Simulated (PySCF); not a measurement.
# Worked example: chemical shift, span and skew from a shielding tensor

C₂H₉AlSi, SMILES [CH3][Al]([CH3])[SiH3]. Atoms are numbered in the order given.

```xyz
13

Al     0.3153    -0.3005     0.2902
C      2.1690    -0.5448    -0.2990
H      2.6362    -1.4545     0.1137
H      2.7798     0.3118     0.0437
H      2.2675    -0.5727    -1.3972
C     -0.3755    -1.1293     1.9268
H     -1.1821    -1.8458     1.6859
H     -0.8311    -0.3771     2.5949
H      0.3916    -1.6743     2.5009
Si    -1.1713     1.0959    -1.0645
H     -2.4084     1.5270    -0.3384
H     -1.6253     0.3556    -2.2882
H     -0.4896     2.3383    -1.5526
```
Charge 0, spin multiplicity 1.

Geometry: ωB97X-D3(BJ)/def2-SVP. The structure was generated by enumeration; whether it is a known compound was not checked.

GIAO shieldings from PBE0/pcSseg-1 (PySCF), non-relativistic, no solvent. The symmetric part of the tensor of Si10 has the principal values 476.4, 487.0, 503.1 ppm. The same nucleus in TMS has σ = 352.7 ppm at this level (PySCF, at its B3LYP-D3(BJ)/def2-TZVP geometry).

Question: Work out the isotropic shielding, the ²⁹Si shift against TMS, the span and the skew.

Answer: 
σ(iso) = (σ11 + σ22 + σ33)/3 = 488.8 ppm. δ = σ(ref) − σ(iso) = 352.7 − (488.8) = -136.1 ppm.
Span Ω = σ33 − σ11 = 26.7 ppm. Skew κ = 3(σ(iso) − σ22)/Ω = 0.21. Tumbling in solution averages the tensor to δ; in a static solid the shielding alone would spread this spin-1/2 line over Ω.
